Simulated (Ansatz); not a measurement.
`C/C=[CH]\[GaH2]` + H₂S → `C/C=C/S` + `[GaH3]` at 600 K and 1 bar (substitution at a C–Ga bond).

Gas-phase electronic energies from Ansatz, PBE0-D4/def2-TZVP geometries. CCSD(T)/CBS adds triple-zeta CCSD(T) − MP2 to the extrapolated MP2 energy (def2 sets, frozen cores). This one scheme is used for every species. Double bonds are as drawn, so ΔE can hold a change between cis and trans. For Ga outer-core shells are correlated without core-valence functions, which leaves a few kJ/mol of doubt a bond. Scalar relativity is left out up to krypton. Each species was taken in one conformer, which may not be the lowest.

| species | CCSD(T)/CBS energy (Eh) | H − E (kJ/mol) | S (J/(mol·K)) |
| --- | --- | --- | --- |
| `C/C=[CH]\[GaH2]` | -2042.27078 | 276.5 | 417.0 |
| H₂S | -398.97279 | 60.8 | 230.9 |
| `C/C=C/S` | -515.52005 | 259.6 | 381.5 |
| `[GaH3]` | -1925.70545 | 74.9 | 253.2 |

H − E and S are ideal-gas, rigid-rotor, harmonic terms from PBE0-D4/def2-TZVP, for one conformer and one mirror image of each species. 1 Eh = 2625.50 kJ/mol, R = 8.31446 J/(mol·K).

Task: By hand: ΔE, ΔH, ΔS and ΔG.

Result: ΔE = (-515.52005) + (-1925.70545) − (-2042.27078) − (-398.97279) = 0.01807 Eh = 47.4 kJ/mol. Δ(H − E) = 259.6 + 74.9 − 276.5 − 60.8 = -2.8, so ΔH = 44.6 kJ/mol. ΔS = 381.5 + 253.2 − 417.0 − 230.9 = -13.2 J/(mol·K). ΔG = 44.6 − 600 × (-13.2)/1000 = 52.5 kJ/mol.

Task: By hand: the equilibrium constant, and the temperature at which ΔG would vanish if ΔH and ΔS stayed fixed.

Result: log₁₀ K = −ΔG/(RT ln 10) = -4.6. ΔH and −TΔS have one sign here, so there is no such temperature.

The number of gas molecules stays the same, so ΔS is small and ΔH decides. A doubt of 5 kJ/mol in ΔE shifts log₁₀ K by 0.4 here. Other conformers and mirror images would add mixing entropy, several J/(mol·K) or more a flexible species. These are equilibria of isolated gas molecules and say nothing of rates. Largest T1 diagnostic: 0.013 (customary marks: 0.02 for closed shells, 0.045 for open ones).
